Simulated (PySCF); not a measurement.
**Where the electron goes**

Compound: FH5N2Si.
Z-matrix (Å and degrees, PBE0-D3(BJ)/def2-SVP geometry), rows numbered from 1:
```
N 
Si  1  1.7049
N   2  1.7117  1  107.59
F   2  1.6315  1  116.05  3  -115.39
H   1  1.0133  2  121.21  3    46.53
H   1  1.0126  2  121.30  3  -160.95
H   2  1.4885  1  106.22  3   129.46
H   3  1.0124  2  120.81  1    51.95
H   3  1.0127  2  120.61  1  -158.58
```

Level of theory: TDDFT B3LYP/def2-SVPD, vertical, gas phase, core orbitals frozen in the response in PySCF.

Kohn–Sham orbitals with the atoms that hold most of them (Löwdin shares over 4%, at most four atoms; ? is withheld):

```
orbital  ε (eV)                            atoms
 LUMO+2    1.35  Si2 32%, H7 20%, F4 20%, N1 10%
 LUMO+1    0.73   H6 14%, N1 13%, H5 12%, N3 12%
   LUMO    0.19                                ?
   HOMO       ?    N3 64%, Si2 12%, H8 6%, H9 6%
 HOMO-1   -7.78                                ?
 HOMO-2   -9.70   H7 29%, Si2 26%, F4 26%, N3 9%
 HOMO-3  -10.83  F4 56%, N3 17%, N1 11%, Si2 10%
```

Give the leading atoms of the HOMO-1.

N1 (bonded to Si and 2 H) 67%; Si2 (bonded to F, 2 N and H) 9%; H6 (bonded to N) 7%; H5 (bonded to N) 7%. By element: nitrogen 67% or more, hydrogen 14% or more, silicon 9%.

Which atoms hold the LUMO, and with what shares?

Si2 (bonded to F, 2 N and H) 36%; H8 (bonded to N) 12%; N3 (bonded to Si and 2 H) 11%; H9 (bonded to N) 10%. By element: silicon 36%, hydrogen 22% or more, nitrogen 11% or more.

What is the HOMO energy, and the HOMO–LUMO gap?

ε(HOMO) = -7.52 eV; the gap is 7.71 eV (0.2833 hartree).

How does S1 compare with the orbital gap of 7.71 eV?

S1 is at 6.68 eV (f = 0.035), 1.03 eV below the gap, made of HOMO→LUMO (92%). 

One configuration dominates each of S1, S2, S3 and S4. Which, and how do the shares of the two leading atoms of either orbital change from the occupied to the empty one?

- S1 (6.68 eV, f 0.035), HOMO→LUMO (92%): N3 64% → 11%, Si2 12% → 36%, H8 6% → 12%
- S2 (6.94 eV, f 0.060), HOMO-1→LUMO (86%): N1 67% → at most 11%, Si2 9% → 36%, H8 at most 7% → 12%
- S3 (7.39 eV, f 0.031), HOMO→LUMO+1 (84%): N3 64% → 12%, Si2 12% → at most 12%, H6 at most 7% → 14%, N1 at most 7% → 13%
- S4 (7.51 eV, f 0.0041), HOMO-1→LUMO+1 (89%): N1 67% → 13%, Si2 9% → at most 12%, H6 7% → 14%

One conformer stands for the species.
